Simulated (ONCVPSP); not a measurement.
## Configuration tests for cerium (ONCV)

- Element: Ce (Z = 58)
- Generator: ONCVPSP 4.0.1
- Type: optimised norm-conserving Vanderbilt (ONCV)
- Functional: BLYP
- Relativity: scalar-relativistic
- Frozen core: [Kr] 4d10
- Valence charge: 12
- Reference configuration: 5s2 5p6 5d2 6s2
- Partial waves: 5s+6s: rc 2.55 bohr, ncon 4, nbas 7, qcut 4.5 1/bohr, 2 projectors; 5p: rc 2.75 bohr, ncon 4, nbas 8, qcut 5.8 1/bohr, 2 projectors, debl 1.4 Ha; 5d: rc 2.20 bohr, ncon 4, nbas 8, qcut 4.6 1/bohr, 2 projectors, debl 1.1 Ha; f scattering state at 0.38 Ha: rc 2.80 bohr, ncon 4, nbas 7, qcut 3.5 1/bohr, 1 projector
- Local potential: polynomial inside 1.60 bohr (lpopt 5, dvloc0 4 Ha)
- Core correction: Teter function, fcfact 4.5, rcfact 1.45

In the f channel the program set the typed energies aside and used -0.412 Ha.

Energies are relative to the spin-unpolarised reference configuration 5s2 5p6 5d2 6s2; without spin polarisation the order of configurations can differ from experiment.

```csv
valence configuration,charge,ΔE all-electron (eV),error AE − PS (meV)
4f1 5s2 5p6 5d1 6s2,0,-4.786,+2196
4f1 5s2 5p6 5d1 6s0,+2,12.352,+2128
```

Q: What are ΔE and the potential's error for 4f1 5s2 5p6 5d1 6s0 6p2?

A: ΔE = 0.331 eV all-electron; the error (AE − PS) is +2196 meV.

Q: What are ΔE and the potential's error for 4f1 5s2 5p6 5d1 6s1?

A: ΔE = 1.193 eV all-electron; the error (AE − PS) is +2180 meV.

Levels in the configuration 4f1 5s2 5p6 5d1 6s1:

```json
{"level": "5s", "all-electron (eV)": "-46.306", "pseudo (eV)": "-47.747"}
{"level": "5p", "all-electron (eV)": "-28.886", "pseudo (eV)": "-29.802"}
{"level": "5d", "all-electron (eV)": "-8.426", "pseudo (eV)": "-8.585"}
{"level": "6s", "all-electron (eV)": "-8.480", "pseudo (eV)": "-8.511"}
{"level": "4f", "all-electron (eV)": "-11.099", "pseudo (eV)": "-15.540"}
```

These tests converged, but a pseudo level misses the all-electron one widely, so the file describes the atom poorly there or has found another state: 4f1 5s2 5p6 5d1 6s2: 4f by 4.4 eV; 4f1 5s2 5p6 5d1 6s1: 4f by 4.4 eV; 4f1 5s2 5p6 5d1 6s0: 4f by 4.5 eV; 4f1 5s2 5p6 5d1 6s0 6p2: 4f by 4.4 eV.

Note: no bound ghost flagged but for a GHOST(-) flag that falls on a real empty level of the atom; GHOST(+) flagged for s at 93.5 eV.
